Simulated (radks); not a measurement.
The mean radii <r> (bohr) of the occupied orbitals of an atom or ion are listed with their occupations. All-electron calculation, scalar-relativistic Kohn-Sham, PBE, spin-polarised, spherical densities, finite nucleus; Fermi nuclear charge, rms radius of each element as measured or else 0.836 A^(1/3) + 0.57 fm. Program: a radial shooting solver on a logarithmic mesh with Libxc functionals.

| orbital | occ. | <r> |
|---|---|---|
| 1s up | 1 | 0.04276 |
| 1s down | 1 | 0.04276 |
| 2s up | 1 | 0.1881 |
| 2s down | 1 | 0.1880 |
| 2p up | 3 | 0.1640 |
| 2p down | 3 | 0.1640 |
| 3s up | 1 | 0.4853 |
| 3s down | 1 | 0.4859 |
| 3p up | 3 | 0.4773 |
| 3p down | 2 | 0.4778 |

Name the element and its charge. Open shells, if any, are filled with parallel spins first.

Answer. Z = 35, bromine, charge +18: Br18+ in [Ne] 3s2 3p5. The 1s radius gives Z: for a bare nucleus <r> = (2 gamma + 1)/(2Z) with gamma = sqrt(1 - (Z/c)^2), 0.04191 bohr for Z = 35, and screening makes it slightly larger (0.04276 here). The occupations add up to 17, and the charge is Z minus that.
